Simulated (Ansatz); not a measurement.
A nudged elastic band was laid between two geometries of BFH2O + H4Si (10 atoms, charge 0, multiplicity 1).

Computed with RKS PBE-D4/6-31G* (Ansatz).

| Quantity | Value |
| --- | --- |
| movable images | 5 |
| climbing image | yes |
| spring | 5.0 eV/Å² |
| optimiser | quadratic models (default) |
| start path | through a guess of the saddle point |
| force threshold | 0.03 eV/Å |
| iteration limit | 60 |
| end points | relaxed |

Image 0:

```xyz
10
Properties=species:S:1:pos:R:3
B -0.032 -0.987 -0.285
H -0.468 -1.386 0.768
F 0.998 -1.622 -0.851
O -0.543 0.089 -0.949
H -1.291 0.477 -0.456
Si 0.018 2.677 1.283
H -0.015 3.802 2.271
H 0.620 3.139 -0.005
H -1.393 2.220 1.038
H 0.808 1.534 1.843
```

Image 6:

```xyz
10
Properties=species:S:1:pos:R:3
B 0.199 0.704 -0.494
H -0.861 -0.661 2.260
F 1.270 0.394 -1.255
O -0.788 -0.224 -0.329
H -0.571 -1.053 -0.810
Si 0.068 2.527 0.401
H 1.213 2.708 1.359
H 0.173 3.617 -0.629
H -1.217 2.700 1.155
H -0.783 -0.770 3.000
```

Which bonds break or form, and what moves?

Bonds broken: B1–H2, Si6–H10. Bonds formed: B1–Si6, H2–H10. BFH2O + H4Si becomes BFH4OSi + H2.

Give the energies along the band, and the barrier.

It converged. The highest image is number 4 of 0 to 6, 200.2 kJ/mol above the first end and 164.8 kJ/mol above the last; the last end lies 35.4 kJ/mol above the first. Neighbouring images differ by up to 2.0 eV, so the band resolves the path poorly. A vibrational analysis at the climbing image gives one clearly imaginary mode, 1066i cm⁻¹: a first-order saddle point. The orbitals stay closed-shell, which can raise the energy where a bond breaks towards radicals; this wasn't checked here.

```
image  path coordinate (Å)  energy (kJ/mol)  B1–H2 (Å)  Si6–H10 (Å)  B1–Si6 (Å)
    0                 0.00              0.0       1.21         1.50        3.99
    1                 1.68              1.4       1.21         1.50        3.79
    2                 3.36              3.7       1.21         1.50        3.74
    3                 5.04             11.7       1.20         1.50        3.23
    4                 6.72            200.2       1.38         1.98        2.18
    5                 8.50             40.0       2.74         3.26        2.03
    6                10.28             35.4       3.25         4.28        2.03
```

What is the geometry of the highest image?


```xyz
10
Properties=species:S:1:pos:R:3:forces:R:3
B 0.013 0.187 0.262 0.00 0.01 0.03
H -0.317 -0.565 1.368 0.00 0.01 -0.01
F 1.325 -0.151 -0.020 -0.01 -0.01 -0.01
O -1.028 0.109 -0.686 0.01 -0.01 0.01
H -1.114 -0.807 -1.014 0.00 0.01 -0.01
Si -0.004 2.303 0.799 0.00 0.00 0.00
H 1.015 2.710 1.824 0.00 0.00 0.00
H 0.408 2.825 -0.543 0.00 0.00 0.00
H -1.342 2.864 1.181 0.00 0.00 0.00
H -0.255 0.468 1.488 0.00 -0.01 -0.01
```

The band took 36 iterations and roughly 7 core-minutes.

Time of the run: 6.7 min on 1 thread of Arm Neoverse V1 (shared host), peak memory 0.15 GiB.
